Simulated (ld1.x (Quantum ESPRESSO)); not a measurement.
**tin (Sn): one change to a TM semilocal potential, before and after**

ld1.x (Quantum ESPRESSO) 7.5 input, shortened:

```
&input
   title='Sn', zed=50., rel=1, dft='PBE', iswitch=3,
   config='[Kr] 4d10 4f-2 5s2 5p1.75'
 /
 &inputp
   pseudotype=1, tm=.true., lloc=3,
   nlcc=.true.
 /
4
5S  1  0   2.00   0.00  1.55  1.55  0.0
5P  2  1   1.75   0.00  2.45  2.45  0.0
4D  3  2  10.00   0.00  1.75  1.75  0.0
4F  4  3  -2.00   0.25  2.15  2.15  0.0
 &test
   configts(1)='4d10 5s2 5p1.75'
 /
```

Change: wave 5p (bound): rc 2.45 bohr becomes 5p (bound): rc 3.34 bohr.

Cutoffs: the cutoffs (Ry, on a coarse ladder) from which the occupation-weighted sum of valence levels, in a spherical-Bessel basis at the reference potential, stays within 10 and 1 mRy of its value at 400 Ry; they do not see the model core or the augmentation charge, which bear on the density cutoff. Errors are all-electron minus pseudo energies relative to the spin-unpolarised reference configuration.

How do hardness, ghosts and transferability respond?

The potential gets neither clearly harder nor softer (80 Ry and 140 Ry → 80 Ry and 140 Ry); the d channel sets the loose cutoff, while the largest relative change is in p, which becomes softer; of the 7 tests that both files solve, the error grows in 4 and shrinks in 1 by more than 15 % and 0.3 meV (median size 6.1 → 14.3 meV); neither file shows a bound ghost. A semilocal file is local in each channel, so a ghost entry of none says nothing of the separable form that plane-wave codes build from it.

```tsv
quantity	base	changed
cutoff, loose	80 Ry	80 Ry
cutoff, tight	140 Ry	140 Ry
loose cutoff by channel (10 mRy a level)	s 30 Ry, p 8 Ry, d 60 Ry	s 30 Ry, p 6 Ry, d 60 Ry
bound ghosts	none	none
error for 4d10 5s2 5p2, meV [ΔE -1.11 eV]	+0.3	+0.4
error for 4d10 5s2 5p1, meV [ΔE 5.76 eV]	-1.1	-1.4
error for 4d10 5s2 5p0, meV [ΔE 19.71 eV]	-6.1	-25
error for 4d9 5s2 5p2, meV [ΔE 31.58 eV]	-81	+5.6
error for 4d10 5s1 5p2, meV [ΔE 13.41 eV]	0.0	+14
error for 4d10 5s0 5p0, meV [ΔE 91.81 eV]	-58	-164
error for 4d10 5s0 5p4, meV [ΔE 13.07 eV]	-14	+32
```
